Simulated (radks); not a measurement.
The numbers below are computed, except where a source is named.
Mg II, 11 electrons, occupied as [Ne] 3s1 (the NIST ground configuration). Level of theory: scalar-relativistic Kohn-Sham, exchange-only r2SCAN, spin-unpolarised, spherical densities, finite nucleus; meta-GGA in the generalised Kohn-Sham scheme; Fermi nuclear charge, rms radius 3.057 fm (a radial shooting solver on a logarithmic mesh with Libxc functionals). Some entries of the table are withheld. Estimate them.

orbital  occ.  eigenvalue (hartree)  <1/r> (bohr^-1)  r(max) (bohr)
1s          2             -46.96229            11.63        0.08509
2s          2              -3.36474            2.111         0.5456
2p          6              -2.06840            1.958         0.4805
3s          1              -0.39152              (1)          2.429
3p          0              -0.22233           0.3726            (2)

Answer. 
(1) 3s <1/r> (bohr^-1): 0.4524
(2) 3p r(max) (bohr): 2.932
